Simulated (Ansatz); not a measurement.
A run on `C[S][Ge][F]` with other settings.

```yaml
crystal:
  periodic: [false, false, false]
  atoms:
    - {symbol: C, position_ang: [-0.605466, 0.439179, 0.505523]}
    - {symbol: S, position_ang: [-0.887148, -0.729773, -0.850423]}
    - {symbol: Ge, position_ang: [1.120073, -1.369148, -1.566014]}
    - {symbol: F, position_ang: [2.118343, -0.419777, -0.456017]}
    - {symbol: H, position_ang: [-1.068390, 1.389317, 0.242154]}
    - {symbol: H, position_ang: [-1.076688, 0.043570, 1.404337]}
    - {symbol: H, position_ang: [0.460375, 0.578730, 0.674840]}
basis:
  gaussian: {orbitals: aug-cc-pVTZ, final_grid: {core_spheres: 20, valence_spheres: 16, degree: 47}}
hamiltonian: {xc: {name: wB97M-V}}
scf: {lower_state_search: full}
output: {forces: true}
```

```sh
$ ansatz run in.yaml --threads 4 --pin off --events-out ev --progress --plain --max-ram 10444MiB
```

It prints (some lines left out):

```
Functional definition: wB97M-V
1404 factors; their error is unknown
412 factors; integrals over basis functions are off by at most 2.6e-5 eV
mean field evaluation 1: about -71151.7217 eV, gradient 4.8e1 eV
mean field evaluation 2: about -71150.7901 eV, gradient 5.9e1 eV
mean field evaluation 4: about -71156.1749 eV, gradient 2.2e0 eV
mean field evaluation 8: about -71156.1940 eV, gradient 5.0e-2 eV
mean field evaluation 16: about -71156.3461 eV, gradient 1.7e-4 eV
mean field -71156.34608431 eV, -2614.9474870948 hartree, gradient 7.1e-5 eV, S^2 0.000000; 0 other end points of the search recorded, 0 dependent functions left out
reference -71156.34614992 eV, -2614.9474895058 hartree; 33, 33 occupied and 237, 237 virtual orbitals, 1404 factors
Total energy: -71156.34614992 eV, -2614.9474895058 hartree
Atom 0 at    -0.605466     0.439179     0.505523 Å, force     0.046292     0.202094     0.234680 eV/Å
Atom 1 at    -0.887148    -0.729773    -0.850423 Å, force    -0.002461    -0.164224    -0.189972 eV/Å
Atom 2 at     1.120073    -1.369148    -1.566014 Å, force    -0.055452    -0.032914    -0.038844 eV/Å
Atom 3 at     2.118343    -0.419777    -0.456017 Å, force     0.016307     0.035856     0.041639 eV/Å
Atom 4 at    -1.068390     1.389317     0.242154 Å, force     0.056937    -0.093862     0.041251 eV/Å
Atom 5 at    -1.076688     0.043570     1.404337 Å, force     0.057657     0.054219    -0.086496 eV/Å
Atom 6 at     0.460375     0.578730     0.674840 Å, force    -0.119279    -0.001168    -0.002260 eV/Å
Dipole moment:    -0.091111    -0.003905    -0.005449 e Å
```

Run time 8.5 s (4 threads of an Intel Xeon Platinum 8488C on a shared host); peak host memory 1.2 GiB.
